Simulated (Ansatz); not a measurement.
Geometry optimisation, Ansatz 0.2.0, RKS PBE0-D4/STO-3G.

Input:

```yaml
crystal:
  periodic: [false, false, false]
  atoms:
    - { symbol: O, position_ang: [0.6638, 1.4243, -1.0117] }
    - { symbol: C, position_ang: [0.8268, 0.238, -0.3301] }
    - { symbol: F, position_ang: [1.9764, -0.2048, -0.8844] }
    - { symbol: Si, position_ang: [1.2432, 0.3876, 1.5368] }
    - { symbol: C, position_ang: [-0.236, -0.7707, -0.7942] }
    - { symbol: Si, position_ang: [-2.0132, -0.396, -0.3399] }
    - { symbol: H, position_ang: [1.4612, 1.5857, -1.5351] }
    - { symbol: H, position_ang: [2.4075, 1.235, 1.8027] }
    - { symbol: H, position_ang: [0.0168, 1.0041, 2.294] }
    - { symbol: H, position_ang: [1.3995, -0.9708, 2.1523] }
    - { symbol: H, position_ang: [0.0133, -1.7605, -0.379] }
    - { symbol: H, position_ang: [-0.1717, -0.8359, -1.8538] }
    - { symbol: H, position_ang: [-2.2254, -0.376, 1.1208] }
    - { symbol: H, position_ang: [-2.9048, -1.4785, -0.8613] }
    - { symbol: H, position_ang: [-2.4793, 0.8679, -0.8879] }
basis:
  gaussian: { orbitals: STO-3G }
hamiltonian:
  xc: pbe0
  dispersion: d4
relax:
  f_tol: 0.02
  max_steps: 40
scf:
  lower_state_search: "off"
```

Command:

```bash
$ ansatz run input.yaml --threads 1 --pin off --max-ram 2048MiB --backend cpu --events-out ev --progress --plain --runs-dir out
```

Task: Where does it end, and by what steps?

Result: The forces met the threshold. The force dipped under the threshold on the way, but the program's further checks kept it going. Limits of this set-up: minimal basis. After 22 steps the energy has fallen by 1.168 eV; H13 moved furthest, 1.05 Å.

```json
{"step": "0", "energy less start (eV)": "0.0000", "largest force component (eV/Å)": "4.989", "accepted": "yes"}
{"step": "1", "energy less start (eV)": "-0.9738", "largest force component (eV/Å)": "1.366", "accepted": "yes"}
{"step": "2", "energy less start (eV)": "-1.0708", "largest force component (eV/Å)": "0.342", "accepted": "yes"}
{"step": "3", "energy less start (eV)": "-1.0866", "largest force component (eV/Å)": "0.134", "accepted": "yes"}
{"step": "4", "energy less start (eV)": "-1.0965", "largest force component (eV/Å)": "0.173", "accepted": "yes"}
{"step": "5", "energy less start (eV)": "-1.0952", "largest force component (eV/Å)": "0.988", "accepted": "no"}
{"step": "6", "energy less start (eV)": "-1.1046", "largest force component (eV/Å)": "0.208", "accepted": "yes"}
{"step": "7", "energy less start (eV)": "-1.1130", "largest force component (eV/Å)": "0.568", "accepted": "yes"}
{"step": "8", "energy less start (eV)": "-1.1323", "largest force component (eV/Å)": "0.107", "accepted": "yes"}
{"step": "9", "energy less start (eV)": "-1.1411", "largest force component (eV/Å)": "0.035", "accepted": "yes"}
{"step": "10", "energy less start (eV)": "-1.1431", "largest force component (eV/Å)": "0.053", "accepted": "yes"}
{"step": "11", "energy less start (eV)": "-1.1442", "largest force component (eV/Å)": "0.273", "accepted": "yes"}
{"step": "12", "energy less start (eV)": "-1.1482", "largest force component (eV/Å)": "0.111", "accepted": "yes"}
{"step": "13", "energy less start (eV)": "-1.1511", "largest force component (eV/Å)": "0.052", "accepted": "yes"}
{"step": "14", "energy less start (eV)": "-1.1548", "largest force component (eV/Å)": "0.174", "accepted": "yes"}
{"step": "15", "energy less start (eV)": "-1.1583", "largest force component (eV/Å)": "0.113", "accepted": "yes"}
{"step": "16", "energy less start (eV)": "-1.1631", "largest force component (eV/Å)": "0.120", "accepted": "yes"}
{"step": "17", "energy less start (eV)": "-1.1649", "largest force component (eV/Å)": "0.130", "accepted": "yes"}
{"step": "18", "energy less start (eV)": "-1.1664", "largest force component (eV/Å)": "0.057", "accepted": "yes"}
{"step": "19", "energy less start (eV)": "-1.1673", "largest force component (eV/Å)": "0.020", "accepted": "yes"}
{"step": "20", "energy less start (eV)": "-1.1677", "largest force component (eV/Å)": "0.017", "accepted": "yes"}
{"step": "21", "energy less start (eV)": "-1.1678", "largest force component (eV/Å)": "0.026", "accepted": "yes"}
{"step": "22", "energy less start (eV)": "-1.1679", "largest force component (eV/Å)": "0.009", "accepted": "yes"}
```

```xyz
15
Properties=species:S:1:pos:R:3
O 0.292 1.397 -0.862
C 0.856 0.137 -0.375
F 2.004 -0.162 -1.139
Si 1.322 0.199 1.504
C -0.263 -0.929 -0.662
Si -1.990 -0.202 -0.520
H 1.059 2.056 -0.725
H 2.180 1.335 1.743
H 0.125 0.328 2.298
H 2.014 -1.014 1.870
H -0.144 -1.785 0.013
H -0.110 -1.306 -1.683
H -2.117 0.574 0.688
H -2.937 -1.291 -0.457
H -2.314 0.612 -1.664
```

The run took 110 s on 1 thread of Intel(R) Xeon(R) Platinum 8488C (Sapphire Rapids) (shared host), peak memory 0.15 GiB.
